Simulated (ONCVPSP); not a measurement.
# Sc (Z = 21): one change to an ONCV potential, before and after

```
Element                 : scandium (Sc)
Generator               : ONCVPSP 4.0.1
Type                    : optimised norm-conserving Vanderbilt (ONCV)
Functional              : PBE
Relativity              : scalar-relativistic
Frozen core             : [Ne] 3s2
Valence charge          : 9
Reference configuration : 3p6 3d1.5 4s1.5
Partial waves           : 4s: rc 2.85 bohr, ncon 3, nbas 6, qcut 2.6 1/bohr, 2 projectors, debl 0.6 Ha; 3p: rc 1.45 bohr, ncon 4, nbas 7, qcut 9.7 1/bohr, 2 projectors, debl 2.8 Ha; 3d: rc 2.70 bohr, ncon 3, nbas 8, qcut 5.9 1/bohr, 2 projectors, debl 3.7 Ha; f scattering state at 0.03 Ha: rc 2.85 bohr, ncon 4, nbas 7, qcut 3.5 1/bohr, 1 projector
Local potential         : polynomial inside 0.95 bohr (lpopt 5, dvloc0 0 Ha)
Core correction         : Teter function, fcfact 6, rcfact 1.5
```

All-electron outer shells of the reference configuration (PBE, scalar-relativistic, ld1.x):

| shell | level (eV) | outermost node (bohr) | outermost maximum (bohr) |
| --- | --- | --- | --- |
| 3s | -53.32 | 0.42 | 0.93 |
| 3p | -32.00 | 0.39 | 0.97 |
| 4s | -3.80 | 1.34 | 3.22 |
| 3d | -2.08 | – | 1.13 |

Change: all radii but the core radius scaled by about 0.97 (s 2.76, p 1.40, d 2.62, f 2.76 bohr); local potential polynomial inside 0.92 bohr (lpopt 5, dvloc0 0 Ha).

Cutoffs: the cutoffs (Ha) at which the residual kinetic energy of the hardest occupied pseudo-wave falls to 1 and 0.1 mHa per electron; they do not see the model core or the augmentation charge, which bear on the density cutoff. Errors are all-electron minus pseudo energies relative to the spin-unpolarised reference configuration.

Predict the effect on cutoff, ghosts and configuration errors.

The potential gets harder (16 Ha and 26 Ha → 16 Ha and 31 Ha); both files keep a bound ghost (s); the errors of the 4 common tests hardly move. A smaller radius makes the pseudo-wave follow the all-electron one further in, where it bends more sharply, so more plane waves are needed.

```tsv
quantity	base	changed
cutoff, loose	16 Ha	16 Ha
cutoff, tight	26 Ha	31 Ha
loose cutoff by channel	s 2.2 Ha, p 16 Ha, d 12 Ha	s 2.2 Ha, p 16 Ha, d 13 Ha
bound ghosts	s	s
GHOST(+) flags under 300 eV	f at 11.0 eV, d at 89.9 eV	f at 10.8 eV, d at 87.2 eV
error for 3p6 3d1 4s2, meV [ΔE -0.68 eV]	+20	+18
error for 3p6 3d1 4s1, meV [ΔE 6.22 eV]	+21	+20
error for 3p6 3d1 4s0, meV [ΔE 18.99 eV]	+47	+50
error for 3p6 3d1 4s1.5, meV [ΔE 2.07 eV]	+19	+18
rms error of d²Exc/dni dnj with the model core, mHa	2.48	2.45
```

 A true bound ghost makes a file unfit for plane-wave use even where its test errors are small: the radial tests pick states by their node count and pass the ghost by.
